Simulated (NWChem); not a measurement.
Species: TeCl2, triplet; SMILES of the neutral closed-shell parent Cl[Te]Cl

```xyz
3

Te     0.6819     0.2503     0.0000
Cl    -0.5971    -1.9747     0.0000
Cl    -1.4888     1.2092     0.0000
```
Atoms are numbered in this order, from 1.

Computed with NWChem. Spin-unrestricted. In the optimisation the excess spin sits in a' and a" (Cs, its own frame). The geometry was optimised at PBE0/def2-SVP, spin-unrestricted. This spin state was assumed; another may lie lower. No stability test was run on the SCF state. def2 effective core potentials on Te; no spin-orbit coupling. B3LYP is NWChem's, with the RPA form of VWN correlation. Vertical excitations in the gas phase; the lowest state need not have the same character in each row. Excited states of an open shell can be spin-contaminated.

```json
[
 {"level": "B3LYP/def2-SVP, TDA", "lowest excitation (eV)": "1.01", "oscillator strength of that lowest state": "0.000", "lowest state with f > 0.02 (eV)": "2.18", "lowest empty minus highest occupied level, either spin (eV)": "0.53"},
 {"level": "PBE0/def2-SVP, TDA", "lowest excitation (eV)": "1.08", "oscillator strength of that lowest state": "0.000", "lowest state with f > 0.02 (eV)": "2.30", "lowest empty minus highest occupied level, either spin (eV)": "1.08"},
 {"level": "CAM-B3LYP/def2-SVP, TDA", "lowest excitation (eV)": "1.08", "oscillator strength of that lowest state": "0.000", "lowest state with f > 0.02 (eV)": "2.35", "lowest empty minus highest occupied level, either spin (eV)": "3.16"}
]
```
